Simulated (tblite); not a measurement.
Parent: `[CH3:1][Si@@H:2]1[O:3][Si@@H:4]([Cl:5])[SiH2:6][SiH2:7]1` with C1–Si2–O3–Si4 -126°, Si2–O3–Si4–Cl5 -107°, O3–Si4–Si6–Si7 -8°, Si4–Si6–Si7–Si2 6°, CH9ClOSi4.

Structures optimised with GFN2-xTB, isolated species. One conformer each, not checked by frequencies here.

```tsv
coordinate of the parent	value
C1–Si2	1.898 Å
Si2–O3	1.648 Å
O3–Si4	1.633 Å
Si4–Cl5	2.025 Å
Si4–Si6	2.322 Å
Si6–Si7	2.353 Å
Si2–Si7	2.333 Å
C1–Si2–O3	106.3°
C1–Si2–Si7	115.1°
O3–Si2–Si7	100.4°
Si2–O3–Si4	139.7°
O3–Si4–Cl5	106.2°
O3–Si4–Si6	101.2°
Cl5–Si4–Si6	113.0°
Si4–Si6–Si7	98.6°
Si2–Si7–Si6	99.2°
```

Problem. How does the shared frame change in `[CH3:1][Si@H:2]1[O:3][Si:4]([Cl:5])([Cl:6])[SiH2:7][SiH2:8]1`, CH8Cl2OSi4? Atoms pair as C1 = C1, Si2 = Si2, O3 = O3, Si4 = Si4, Cl5 = Cl6, Si6 = Si7, Si7 = Si8 (parent first).

Solution. 
| parent | relative | value in the relative | change |
| --- | --- | --- | --- |
| C1–Si2 | C1–Si2 | 1.899 Å | +0.001 |
| Si2–O3 | Si2–O3 | 1.655 Å | +0.007 |
| O3–Si4 | O3–Si4 | 1.626 Å | -0.007 |
| Si4–Cl5 | Si4–Cl6 | 2.021 Å | -0.004 |
| Si4–Si6 | Si4–Si7 | 2.320 Å | -0.002 |
| Si6–Si7 | Si7–Si8 | 2.353 Å | 0.000 |
| Si2–Si7 | Si2–Si8 | 2.336 Å | +0.003 |
| C1–Si2–O3 | C1–Si2–O3 | 106.6° | +0.3 |
| C1–Si2–Si7 | C1–Si2–Si8 | 115.1° | 0.0 |
| O3–Si2–Si7 | O3–Si2–Si8 | 99.8° | -0.6 |
| Si2–O3–Si4 | Si2–O3–Si4 | 139.9° | +0.2 |
| O3–Si4–Cl5 | O3–Si4–Cl6 | 104.6° | -1.6 |
| O3–Si4–Si6 | O3–Si4–Si7 | 102.0° | +0.8 |
| Cl5–Si4–Si6 | Cl6–Si4–Si7 | 117.9° | +4.9 |
| Si4–Si6–Si7 | Si4–Si7–Si8 | 98.2° | -0.4 |
| Si2–Si7–Si6 | Si2–Si8–Si7 | 99.7° | +0.5 |

Of the parent's bonds, Si2–O3 and O3–Si4 change most and about equally (-0.007 to +0.007 Å). Bonds of the relative outside the shared frame: Si4–Cl5 2.023 Å. Point group C1 → C1.

Problem. How does the shared frame change in `[CH2:1]=[CH:2][Si@@:3]1([Cl:4])[O:5][Si@H:6]([CH3:7])[SiH2:8][SiH2:9]1` with C1–C2–Si3–Cl4 40°, C3H11ClOSi4? Atoms pair as C1 = C7, Si2 = Si6, O3 = O5, Si4 = Si3, Cl5 = Cl4, Si6 = Si9, Si7 = Si8 (parent first).

Solution. 
```
     parent     relative  value in the relative  change
     C1–Si2       C7–Si6                1.899 Å  +0.001
     Si2–O3       Si6–O5                1.650 Å  +0.002
     O3–Si4       O5–Si3                1.636 Å  +0.003
    Si4–Cl5      Si3–Cl4                2.034 Å  +0.009
    Si4–Si6      Si3–Si9                2.327 Å  +0.005
    Si6–Si7      Si9–Si8                2.350 Å  -0.003
    Si2–Si7      Si6–Si8                2.331 Å  -0.002
  C1–Si2–O3    C7–Si6–O5                 107.5°    +1.2
 C1–Si2–Si7   C7–Si6–Si8                 114.7°    -0.4
 O3–Si2–Si7   O5–Si6–Si8                 100.2°    -0.2
 Si2–O3–Si4   Si6–O5–Si3                 139.1°    -0.6
 O3–Si4–Cl5   O5–Si3–Cl4                 105.7°    -0.5
 O3–Si4–Si6   O5–Si3–Si9                 101.4°    +0.2
Cl5–Si4–Si6  Cl4–Si3–Si9                 113.7°    +0.7
Si4–Si6–Si7  Si3–Si9–Si8                  98.4°    -0.2
Si2–Si7–Si6  Si6–Si8–Si9                  99.6°    +0.4
```

Of the parent's bonds, Si4–Cl5 changes most (+0.009 Å). Bonds of the relative outside the shared frame: C1=C2 1.323, C2–Si3 1.882 Å. Point group C1 → C1.

The numbers are calculated, not measured.
